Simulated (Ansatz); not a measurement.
Gas-phase electronic energies from Ansatz, PBE0-D4/def2-TZVP geometries. CCSD(T)/CBS adds triple-zeta CCSD(T) − MP2 to the extrapolated MP2 energy (def2 sets, frozen cores). Functionals use def2-TZVPP. One conformer a species, not always the lowest.

`OBCB[SiH3]` + `OCS` → `[SiH3]BOCS` + `CBO`  (ligand exchange at a B–C bond)

`OBCB[SiH3]`:

```xyz
13

O    -2.391   -0.176    0.392
B    -1.492   -0.975   -0.228
C    -0.363   -0.303   -1.095
B     0.909   -0.335   -0.218
Si    1.675    1.267    0.736
H    -3.046   -0.662    0.897
H    -1.559   -2.168   -0.093
H    -0.676    0.693   -1.412
H    -0.233   -0.982   -1.948
H     1.454   -1.391   -0.039
H     1.686    1.027    2.209
H     0.940    2.538    0.482
H     3.095    1.468    0.318
```

`OCS`:

```xyz
7

O    -0.707    0.679   -0.765
C    -0.178   -0.043    0.319
S     1.599    0.177    0.416
H    -1.652    0.504   -0.809
H    -0.553    0.324    1.282
H    -0.406   -1.112    0.244
H     1.897   -0.529   -0.686
```

`[SiH3]BOCS`:

```xyz
12

Si   -1.909    0.267   -1.471
B    -0.730    0.102    0.165
O     0.498   -0.437    0.038
C     1.375   -0.548    1.140
S     2.579    0.785    1.225
H    -2.269    1.699   -1.686
H    -1.272   -0.250   -2.712
H    -3.184   -0.475   -1.251
H    -1.091    0.461    1.259
H     0.822   -0.503    2.081
H     1.885   -1.507    1.059
H     3.297    0.408    0.154
```

`CBO`:

Z-matrix (Å, degrees):
```
C
B 1 1.559
H 1 1.096 2 110.2
H 1 1.092 2 113.4 3 122.1
H 1 1.096 2 110.2 3 -115.8
O 2 1.357 1 119.4 3 -122.1
H 2 1.207 1 121.8 3 57.8
H 6 0.960 2 113.1 1 180.0
```

```
             level  ΔE (kJ/mol)
           PBE0-D4       -128.8
CCSD(T)/def2-TZVPP       -136.6
```

What does CCSD(T)/CBS give? (Estimate.)

Ansatz gave: -133.3 kJ/mol. The listed levels differ from it by 4.5, -3.3 kJ/mol.

Largest T1 diagnostic among the species: 0.014.

In def2-TZVPP, CCSD(T) changes the Hartree–Fock value by +5.2 kJ/mol (the triples alone add −0.6 kJ/mol) and MP2 by +6.0 kJ/mol.

CCSD(T)/CBS has its own doubt, a few kJ/mol and more with outer-core shells, so smaller differences from it don't rank the levels.
